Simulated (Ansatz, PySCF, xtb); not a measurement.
Torsion H3–O1–Te2–H4 in H2OTe (SMILES O[TeH]); at each angle all else is relaxed with GFN2-xTB, and the levels are single points there.
Geometry at 90° (charge 0, multiplicity 1):
```xyz
4

O     -1.06047     0.30966     0.28522
Te     0.83178     0.74179    -0.15525
H     -1.41462    -0.33628    -0.32557
H      0.39981     1.97252    -1.16174
```
Energies count from the point at 90°.

Frozen-core correlation. Filled d and f shells under p-block atoms count as core. CBS: X⁻³ extrapolation of the correlation energy, Hartree–Fock from the larger set. Rows in STO-3G carry no dispersion term and start afresh at each structure; the Pople sets are all-electron and without relativity.

Programs: Ansatz (Gaussian basis) for Hartree–Fock, density functionals and correlated methods; PySCF for STO-3G rows, the dispersion terms; xtb for the GFN methods. Values without a source in brackets are computed. In def2 rows elements past Kr take small-core potentials, without spin–orbit coupling.

Energies in kcal/mol.

```json
[
 {"dihedral (°)": "0", "GFN2-xTB": "2.65", "HF/STO-3G": "4.69", "r2SCAN-D3(BJ)/def2-TZVPP": "4.30", "MP2/CBS(def2-TZVPP, def2-QZVPP) + ΔCCSD(T)/def2-TZVPP": "4.17"},
 {"dihedral (°)": "30", "GFN2-xTB": "1.91", "HF/STO-3G": "3.55", "r2SCAN-D3(BJ)/def2-TZVPP": "3.12", "MP2/CBS(def2-TZVPP, def2-QZVPP) + ΔCCSD(T)/def2-TZVPP": "3.03"},
 {"dihedral (°)": "60", "GFN2-xTB": "0.59", "HF/STO-3G": "1.38", "r2SCAN-D3(BJ)/def2-TZVPP": "0.95", "MP2/CBS(def2-TZVPP, def2-QZVPP) + ΔCCSD(T)/def2-TZVPP": "0.92"},
 {"dihedral (°)": "90", "GFN2-xTB": "0.00", "HF/STO-3G": "0.00", "r2SCAN-D3(BJ)/def2-TZVPP": "0.00", "MP2/CBS(def2-TZVPP, def2-QZVPP) + ΔCCSD(T)/def2-TZVPP": "0.00"},
 {"dihedral (°)": "120", "GFN2-xTB": "0.36", "HF/STO-3G": "-0.07", "r2SCAN-D3(BJ)/def2-TZVPP": "1.02", "MP2/CBS(def2-TZVPP, def2-QZVPP) + ΔCCSD(T)/def2-TZVPP": "1.01"},
 {"dihedral (°)": "150", "GFN2-xTB": "0.88", "HF/STO-3G": "0.56", "r2SCAN-D3(BJ)/def2-TZVPP": "2.89", "MP2/CBS(def2-TZVPP, def2-QZVPP) + ΔCCSD(T)/def2-TZVPP": "2.88"},
 {"dihedral (°)": "180", "GFN2-xTB": "1.05", "HF/STO-3G": "0.93", "r2SCAN-D3(BJ)/def2-TZVPP": "3.79", "MP2/CBS(def2-TZVPP, def2-QZVPP) + ΔCCSD(T)/def2-TZVPP": "3.77"},
 {"dihedral (°)": "210", "GFN2-xTB": "0.88", "HF/STO-3G": "0.56", "r2SCAN-D3(BJ)/def2-TZVPP": "2.89", "MP2/CBS(def2-TZVPP, def2-QZVPP) + ΔCCSD(T)/def2-TZVPP": "2.88"},
 {"dihedral (°)": "240", "GFN2-xTB": "0.36", "HF/STO-3G": "-0.07", "r2SCAN-D3(BJ)/def2-TZVPP": "1.02", "MP2/CBS(def2-TZVPP, def2-QZVPP) + ΔCCSD(T)/def2-TZVPP": "1.01"},
 {"dihedral (°)": "270", "GFN2-xTB": "0.00", "HF/STO-3G": "0.00", "r2SCAN-D3(BJ)/def2-TZVPP": "0.00", "MP2/CBS(def2-TZVPP, def2-QZVPP) + ΔCCSD(T)/def2-TZVPP": "0.00"},
 {"dihedral (°)": "300", "GFN2-xTB": "0.59", "HF/STO-3G": "1.38", "r2SCAN-D3(BJ)/def2-TZVPP": "0.95", "MP2/CBS(def2-TZVPP, def2-QZVPP) + ΔCCSD(T)/def2-TZVPP": "0.92"},
 {"dihedral (°)": "330", "GFN2-xTB": "1.91", "HF/STO-3G": "3.55", "r2SCAN-D3(BJ)/def2-TZVPP": "3.12", "MP2/CBS(def2-TZVPP, def2-QZVPP) + ΔCCSD(T)/def2-TZVPP": "3.03"}
]
```

Ansatz is an electronic-structure program.
